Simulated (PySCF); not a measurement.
Ligand exchange on a metal centre used in film growth or etching (Zn OH-SH). Gas-phase values, no solvent. One relaxed conformer stands for each flexible species; it need not be the lowest.

Quantity: redistribution energy (mixed species minus the weighted end members), in kcal/mol.

Level 1: B3LYP-D3(BJ)/def2-TZVP // r2SCAN-D4/def2-SVP (PySCF)
Level 2: PBE-D3(BJ)/def2-TZVP // r2SCAN-D4/def2-SVP (PySCF)
Level 3: PBE/6-31G* (LANL2DZ on Zn) // r2SCAN-D4/def2-SVP (PySCF)
Level 4: SVWN5/6-31G* (LANL2DZ on Zn) // r2SCAN-D4/def2-SVP (PySCF)

```
species                                 level 2  level 3  level 4
--------------------------------------  -------  -------  -------
1 of 2 OH replaced by SH: [Zn(OH)(SH)]    -0.16    -0.75    -0.71
```

**Question.** What does level 1 give for each?

**Answer.** 
- 1 of 2 OH replaced by SH: [Zn(OH)(SH)]: -0.14
